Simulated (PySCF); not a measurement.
PySCF input file for Al(OSiH3)2 (AlH6O2Si2), SMILES [SiH3][O][Al][O][SiH3], multiplicity 2, TDA-CAM-B3LYP/def2-SVPD. Geometry optimised at B3LYP-D3(BJ)/def2-SVP. The spin state was assumed, not searched. The isomer is the one that the SMILES or the coordinates give; other isomers of the formula were not compared. One conformer was computed; it need not be the lowest.

```python
import numpy as np
from pyscf import gto, scf, dft, tdscf

mol = gto.M(
    atom='''
    Al   -0.23767640   -0.94117450   -0.18829929
    O    -1.27013710    0.00289510    0.77842853
    Si   -2.40764897    0.70421534    1.75100730
    H    -2.93202828   -0.28422138    2.73938484
    H    -3.54807441    1.20592067    0.92970141
    H    -1.81064170    1.85067553    2.49547318
    O     1.18599992   -0.27369824   -0.83767370
    Si    2.61303964    0.08415382   -1.59125330
    H     3.11724646   -1.09638742   -2.35403439
    H     3.64147777    0.47185415   -0.58249688
    H     2.41944150    1.21668396   -2.54273213
    ''',
    basis='def2-SVPD',
    charge=0,
    spin=1,
    max_memory=1600,
    verbose=4,
)
mf = dft.UKS(mol, xc='cam-b3lyp').density_fit(auxbasis='def2-universal-jkfit')
mf.grids.level = 3
mf.conv_tol = 1e-9
mf.max_cycle = 100
mf.kernel()
fine, coarse = mf.grids, dft.Grids(mol).set(level=1).build(with_non0tab=True)
for _ in range(3):  # follow internal instabilities
    mf.grids = coarse
    mo, _, stable, _ = mf.stability(return_status=True, nroots=4)
    mf.grids = fine
    if stable:
        break
    mf.kernel(mf.make_rdm1(mo, mf.mo_occ))
mf.grids = dft.Grids(mol).set(level=1).build(with_non0tab=True)  # coarser grid for the response kernel
td = tdscf.TDA(mf)
td.nstates = 10
td.conv_tol = 1e-4
td.kernel(x0=td.get_init_guess(mf, 15))
td.analyze()
```

It prints:

```
PySCF version 2.14.0

[INPUT] verbose = 4
[INPUT] num. atoms = 11
[INPUT] num. electrons = 63
[INPUT] charge = 0
[INPUT] spin (= nelec alpha-beta = 2S) = 1
[INPUT] symmetry False subgroup None
[INPUT] Mole.unit = angstrom
[INPUT] Symbol           X                Y                Z      unit          X                Y                Z       unit  Magmom
[INPUT]  1 Al    -0.237676400000  -0.941174500000  -0.188299290000 AA   -0.449143302273  -1.778562040424  -0.355834087550 Bohr   0.0
[INPUT]  2 O     -1.270137100000   0.002895100000   0.778428530000 AA   -2.400211259649   0.005470946103   1.471016729248 Bohr   0.0
[INPUT]  3 Si    -2.407648970000   0.704215340000   1.751007300000 AA   -4.549797157391   1.330774125317   3.308924239114 Bohr   0.0
[INPUT]  4 H     -2.932028280000  -0.284221380000   2.739384840000 AA   -5.540730438680  -0.537100566946   5.176687097385 Bohr   0.0
[INPUT]  5 H     -3.548074410000   1.205920670000   0.929701410000 AA   -6.704888904478   2.278859794252   1.756881042522 Bohr   0.0
[INPUT]  6 H     -1.810641700000   1.850675530000   2.495473180000 AA   -3.421616922717   3.497269897134   4.715760861397 Bohr   0.0
[INPUT]  7 O      1.185999920000  -0.273698240000  -0.837673700000 AA    2.241215032556  -0.517214714375  -1.582973874751 Bohr   0.0
[INPUT]  8 Si     2.613039640000   0.084153820000  -1.591253300000 AA    4.937929272232   0.159027672136  -3.007032931810 Bohr   0.0
[INPUT]  9 H      3.117246460000  -1.096387420000  -2.354034390000 AA    5.890742072170  -2.071871950218  -4.448480284908 Bohr   0.0
[INPUT] 10 H      3.641477770000   0.471854150000  -0.582496880000 AA    6.881395673992   0.891675114239  -1.100759571614 Bohr   0.0
[INPUT] 11 H      2.419441500000   1.216683960000  -2.542732130000 AA    4.572081809407   2.299199464551  -4.805067333832 Bohr   0.0

nuclear repulsion = 311.920460683003
number of shells = 72
number of NR pGTOs = 252
number of NR cGTOs = 166
basis = def2-SVPD
ecp = {}


[settings echo left out]
init E= -975.138269282945
  alpha nocc = 32  HOMO = -0.198575075785947  LUMO = -0.0168615528875993
  beta  nocc = 31  HOMO = -0.372419609924091  LUMO = -0.198575075785946

WARN: HOMO -0.198575075785947 >= LUMO -0.198575075785946

cycle= 1 E= -974.974743630361  delta_E= 0.164  |g|= 0.768  |ddm|= 3.43
  alpha nocc = 32  HOMO = -0.195284185222508  LUMO = 0.0361479303461231
  beta  nocc = 31  HOMO = -0.203624352832168  LUMO = -0.0643897218732166
  HOMO = -0.195284185223  LUMO = -0.0643897218732  gap/eV = 3.56182
cycle= 2 E= -974.627633100001  delta_E= 0.347  |g|= 1.23  |ddm|= 2.79
  alpha nocc = 32  HOMO = -0.274614066353758  LUMO = 0.0158503625310078
  beta  nocc = 31  HOMO = -0.37426065036578  LUMO = -0.0923337387660363
  HOMO = -0.274614066354  LUMO = -0.092333738766  gap/eV = 4.96010
cycle= 3 E= -975.213378621175  delta_E= -0.586  |g|= 0.0403  |ddm|= 1.64
  alpha nocc = 32  HOMO = -0.271175573843238  LUMO = 0.0264672447731207
  beta  nocc = 31  HOMO = -0.367009736682462  LUMO = -0.0749777748918579
  HOMO = -0.271175573843  LUMO = -0.0749777748919  gap/eV = 5.33881
cycle= 4 E= -975.215026162062  delta_E= -0.00165  |g|= 0.0113  |ddm|= 0.215
  alpha nocc = 32  HOMO = -0.272729555275669  LUMO = 0.0261378625876425
  beta  nocc = 31  HOMO = -0.369356389197411  LUMO = -0.0737869670977487
  HOMO = -0.272729555276  LUMO = -0.0737869670977  gap/eV = 5.41350
cycle= 5 E= -975.215204338729  delta_E= -0.000178  |g|= 0.00394  |ddm|= 0.053
  alpha nocc = 32  HOMO = -0.273632957536958  LUMO = 0.0255957768870703
  beta  nocc = 31  HOMO = -0.369393867300311  LUMO = -0.0737713200022823
  HOMO = -0.273632957537  LUMO = -0.0737713200023  gap/eV = 5.43851
cycle= 6 E= -975.215234171363  delta_E= -2.98e-05  |g|= 0.00231  |ddm|= 0.0239
  alpha nocc = 32  HOMO = -0.273493469677779  LUMO = 0.0257243117079691
  beta  nocc = 31  HOMO = -0.369319448856187  LUMO = -0.0734731278102587
  HOMO = -0.273493469678  LUMO = -0.0734731278103  gap/eV = 5.44283
cycle= 7 E= -975.215238084297  delta_E= -3.91e-06  |g|= 0.00122  |ddm|= 0.00992
  alpha nocc = 32  HOMO = -0.273348776366005  LUMO = 0.0258393295906645
  beta  nocc = 31  HOMO = -0.369295126444363  LUMO = -0.0732847804205115
  HOMO = -0.273348776366  LUMO = -0.0732847804205  gap/eV = 5.44402
cycle= 8 E= -975.215239120154  delta_E= -1.04e-06  |g|= 0.000225  |ddm|= 0.00601
  alpha nocc = 32  HOMO = -0.273390618795502  LUMO = 0.0258045514504581
  beta  nocc = 31  HOMO = -0.369308820058153  LUMO = -0.07331460373203
  HOMO = -0.273390618796  LUMO = -0.073314603732  gap/eV = 5.44435
cycle= 9 E= -975.215239202297  delta_E= -8.21e-08  |g|= 4.63e-05  |ddm|= 0.00214
  alpha nocc = 32  HOMO = -0.273396673727218  LUMO = 0.0257975732093643
  beta  nocc = 31  HOMO = -0.369316650739759  LUMO = -0.0733214203664723
  HOMO = -0.273396673727  LUMO = -0.0733214203665  gap/eV = 5.44432
cycle= 10 E= -975.215239207133  delta_E= -4.84e-09  |g|= 1.18e-05  |ddm|= 0.000312
  alpha nocc = 32  HOMO = -0.273395534010492  LUMO = 0.0257985693885856
  beta  nocc = 31  HOMO = -0.369317746919139  LUMO = -0.0733211850742244
  HOMO = -0.27339553401  LUMO = -0.0733211850742  gap/eV = 5.44430
cycle= 11 E= -975.215239207413  delta_E= -2.81e-10  |g|= 2.98e-06  |ddm|= 8.65e-05
  alpha nocc = 32  HOMO = -0.273395582712374  LUMO = 0.0257985797443396
  beta  nocc = 31  HOMO = -0.369317409099989  LUMO = -0.0733212379777122
  HOMO = -0.273395582712  LUMO = -0.0733212379777  gap/eV = 5.44430
Extra cycle  E= -975.21523920743  delta_E= -1.68e-11  |g|= 1.86e-06  |ddm|= 1.93e-05
converged SCF energy = -975.21523920743  <S^2> = 0.7511566  2S+1 = 2.0011563
tot grids = 44368
uhf_internal: lowest eigs of H = [0.28058052 0.35152641 0.3596305  0.37322923]
<class 'pyscf.df.df_jk.DFUKS'> wavefunction is stable in the internal stability analysis
tot grids = 44368


******** <class 'pyscf.tdscf.uks.TDA'> for <class 'pyscf.df.df_jk.DFUKS'> ********
nstates = 10
deg_eia_thresh = 1.000e-03
wfnsym = None
conv_tol = 0.0001
eigh lindep = 1e-12
eigh level_shift = 0
eigh max_cycle = 100


Excitation energies (eV)
[3.86125214 4.85806076 4.9444485  5.22995021 5.34770034 5.5536233
 5.56540529 5.96961447 6.93530702 6.97953771]

** Excitation energies and oscillator strengths **
Excited State   1:      3.86125 eV    321.10 nm  f=0.1140
      32a ->   33a      0.98080
      28b ->   32b      0.11760
Excited State   2:      4.85806 eV    255.21 nm  f=0.0061
      27b ->   32b      0.29409
      31b ->   32b      0.93543
Excited State   3:      4.94445 eV    250.75 nm  f=0.0000
      26b ->   32b     -0.31575
      30b ->   32b      0.93006
Excited State   4:      5.22995 eV    237.07 nm  f=0.0000
      32a ->   34a     -0.47079
      32a ->   36a      0.19700
      32a ->   38a     -0.12504
      25b ->   32b      0.28228
      29b ->   32b     -0.76155
      31b ->   35b      0.10542
Excited State   5:      5.34770 eV    231.85 nm  f=0.0279
      32a ->   33a     -0.14048
      24b ->   32b      0.32662
      28b ->   32b      0.90765
      30b ->   35b      0.12076
Excited State   6:      5.55362 eV    223.25 nm  f=0.2276
      32a ->   34a     -0.19245
      32a ->   35a     -0.89963
      32a ->   41a      0.15534
      32a ->   43a     -0.19766
      29b ->   32b      0.14114
Excited State   7:      5.56541 eV    222.78 nm  f=0.1152
      32a ->   34a     -0.65745
      32a ->   35a      0.25483
      32a ->   36a      0.32710
      32a ->   38a     -0.27877
      32a ->   44a     -0.13253
      25b ->   32b     -0.13367
      29b ->   32b      0.49138
Excited State   8:      5.96961 eV    207.69 nm  f=0.1061
      32a ->   34a      0.51682
      32a ->   36a      0.60299
      32a ->   38a     -0.57311
Excited State   9:      6.93531 eV    178.77 nm  f=0.0023
      31a ->   35a     -0.13149
      32a ->   36a      0.54757
      32a ->   37a     -0.26285
      32a ->   38a      0.51732
      32a ->   39a      0.47610
      32a ->   41a      0.10401
      32a ->   44a      0.13312
Excited State  10:      6.97954 eV    177.64 nm  f=0.0003
      27a ->   33a      0.31205
      31a ->   33a      0.91766

** Transition electric dipole moments (AU) **
state          X           Y           Z        Dip. S.      Osc.
  1        -0.5468      0.3153     -0.8983      1.2053      0.1140
  2         0.1786     -0.0311     -0.1345      0.0510      0.0061
  3         0.0070     -0.0111      0.0055      0.0002      0.0000
  4         0.0065     -0.0046     -0.0110      0.0002      0.0000
  5         0.2292     -0.1324      0.3777      0.2128      0.0279
  6         0.9940     -0.3590     -0.7456      1.6729      0.2276
  7        -0.5085     -0.7653      0.0252      0.8448      0.1152
  8        -0.1968     -0.8119     -0.1671      0.7258      0.1061
  9        -0.0665     -0.0699      0.0631      0.0133      0.0023
 10         0.0277      0.0208     -0.0290      0.0020      0.0003

** Transition velocity dipole moments (imaginary part, AU) **
state          X           Y           Z        Dip. S.      Osc.
  1        -0.0140      0.0088     -0.0248      0.0009      0.0042
  2         0.0236     -0.0042     -0.0175      0.0009      0.0033
  3         0.0008     -0.0009      0.0003      0.0000      0.0000
  4         0.0026      0.0030     -0.0007      0.0000      0.0001
  5         0.0224     -0.0134      0.0380      0.0021      0.0072
  6         0.1961     -0.0583     -0.1425      0.0622      0.2031
  7        -0.0879     -0.1087      0.0143      0.0197      0.0644
  8        -0.0501     -0.2046     -0.0418      0.0461      0.1402
  9        -0.0117     -0.0114      0.0147      0.0005      0.0013
 10         0.0067      0.0036     -0.0046      0.0001      0.0002

** Transition magnetic dipole moments (imaginary part, AU) **
state          X           Y           Z
  1        -0.7439      0.0890      0.4901
  2         0.0012      0.0112     -0.0117
  3        -0.0068      0.0238      0.0019
  4        -0.0081     -0.0139      0.0198
  5         0.2235     -0.0207     -0.1246
  6        -0.6258      0.3631     -1.0245
  7         0.1682     -0.0933      0.2890
  8        -0.0052      0.0006     -0.0008
  9        -0.0005      0.0322     -0.0791
 10         0.0681      0.0040      0.0024
```

The run converged.
